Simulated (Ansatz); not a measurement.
Relaxation of CH₆AsSi (9 atoms, charge 1, multiplicity 1), to a largest force component of 0.015 eV/Å in at most 40 steps.

Computed with Ansatz, RKS PBE/def2-SVP.

```xyz
9
Properties=species:S:1:pos:R:3
Si -0.544 1.135 -0.827
C 0.302 -0.514 -0.318
As 0.945 -0.923 1.334
H -1.797 0.600 -1.375
H 0.349 1.718 -1.830
H -0.706 1.900 0.414
H 0.640 -1.142 -1.140
H 2.213 -1.659 1.128
H 1.321 0.379 1.924
```

**Question.** Where does it end, and by what steps?

**Answer.** The forces met the threshold. Limits of this set-up: the dipole of an ion depends on the origin. After 8 steps the energy has fallen by 0.347 eV; H9 moved furthest, 0.30 Å.

```
step  energy less start (eV)  largest force component (eV/Å)  accepted
   0                  0.0000                           1.415       yes
   1                 -0.2185                           0.831       yes
   2                 -0.2930                           0.668       yes
   3                 -0.3233                           0.566       yes
   4                 -0.3319                           0.268       yes
   5                 -0.3334                           0.299       yes
   6                 -0.3450                           0.073       yes
   7                 -0.3466                           0.053       yes
   8                 -0.3473                           0.009       yes
```

```xyz
9
Properties=species:S:1:pos:R:3
Si -0.581 1.131 -0.859
C 0.492 -0.390 -0.417
As 1.125 -0.816 1.185
H -1.900 0.592 -1.319
H 0.191 1.774 -1.975
H -0.669 1.986 0.366
H 0.636 -1.192 -1.171
H 2.187 -1.882 1.302
H 1.242 0.292 2.201
```

Run time: 19 s on 1 CPU thread of a shared host.
